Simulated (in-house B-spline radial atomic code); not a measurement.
A radial electron density 4πr²n(r) was computed for an atom or ion in its tabulated ground configuration with an all-electron radial atomic-structure program (B-spline basis); method: Dirac-Hartree-Fock, average of configuration. Columns: r (bohr), 4πr²n(r) (electrons per bohr), bar.

```
 0.00171    1.425 #
 0.00207    2.004 ##
 0.00251    2.812 ##
 0.00303    3.889 ###
 0.00368    5.389 ####
 0.00445    7.339 ######
 0.00539    9.903 ########
 0.00653    13.17 ###########
 0.00791    17.21 ##############
 0.00958    22.01 ##################
  0.0116    27.43 ######################
  0.0141    33.27 ###########################
   0.017    38.62 ###############################
  0.0206    43.15 ###################################
   0.025    45.89 #####################################
  0.0303    46.24 #####################################
  0.0367    44.28 ####################################
  0.0444    41.07 #################################
  0.0538     38.5 ###############################
  0.0652    38.78 ###############################
  0.0789     42.9 ##################################
  0.0956    49.51 ########################################
   0.116    54.75 ############################################
    0.14     54.4 ############################################
    0.17    47.35 ######################################
   0.206    37.65 ##############################
   0.249    31.81 ##########################
   0.302    32.95 ##########################
   0.366     37.6 ##############################
   0.443    38.62 ###############################
   0.537    32.36 ##########################
    0.65    21.58 #################
   0.788    11.47 #########
   0.954    5.251 ####
    1.16    2.365 ##
     1.4    1.177 #
     1.7   0.5054 
    2.05   0.1583 
    2.49  0.02834 
    3.01 0.002833 
    3.65 0.0001275 
    4.42 2.355e-06
```

Question: Which atom or ion is it?
A. Rb8+
B. Rb7+
C. Kr8+
D. Rb9+

Answer: A. The area under the curve, ∫4πr²n dr = ∫r·4πr²n d(ln r) on this logarithmic grid, is 29 electrons, which only this option has. The configuration is [Ar] 3d10 4s1.
